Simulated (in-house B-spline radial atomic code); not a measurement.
# Ionising S VII (S6+) with different functionals

Computed with a B-spline radial code for spherical atoms: scalar-relativistic (spin-free X2C) Hamiltonian, Fermi nucleus of rms radius 3.2611 fm, spin-polarised at highest spin, spherical fractional occupations for the functionals, the average over the highest-spin determinants for Hartree-Fock. The ionisation energy is the difference of two self-consistent energies, [He] 2s2 2p6 → [He] 2s2 2p5, without Breit or QED terms; ε is the level of the shell that loses the electron (its least bound occupied spin orbital).

Hybrids are left out here: with spherical fractional occupations of an open shell their exact exchange keeps a self-interaction that integer-occupation calculations don't have.

| method | rung | ΔSCF (eV) | -ε(2p) (eV) |
| --- | --- | --- | --- |
| Hartree-Fock | Hartree-Fock | 279.83 | 282.95 |
| LDA VWN5 | LDA | 281.35 | 258.03 |
| LDA PW92 | LDA | 281.34 | 258.01 |
| LDA exchange-only | LDA | 278.84 | 255.64 |
| PBE | GGA | 281.42 | 258.10 |
| PBEsol | GGA | 281.11 | 257.82 |
| BLYP | GGA | 281.51 | 258.19 |
| RPBE | GGA | 281.36 | 258.05 |
| PW91 | GGA | 281.72 | 258.38 |
| BP86 | GGA | 281.62 | 258.26 |
| AM05 | GGA | 281.02 | 257.74 |
| OLYP | GGA | 282.12 | 258.97 |
| TPSS | meta-GGA | 281.94 | 258.71 |
| SCAN | meta-GGA | 283.57 | 260.77 |
| r2SCAN | meta-GGA | 283.42 | 260.61 |
| revTPSS | meta-GGA | 281.61 | 258.43 |

(1) How do they compare with the NIST value?

Results:

(1) NIST lists 280.95 eV ± 0.007 (measured, ground level to ground level). Errors run from -2.11 to +2.62 eV; AM05 is closest (+0.07 eV), but part of that can be cancellation, since the calculations leave out spin-orbit coupling, Breit-QED terms, multiplet and fine-structure energies. Hartree-Fock also lacks correlation.
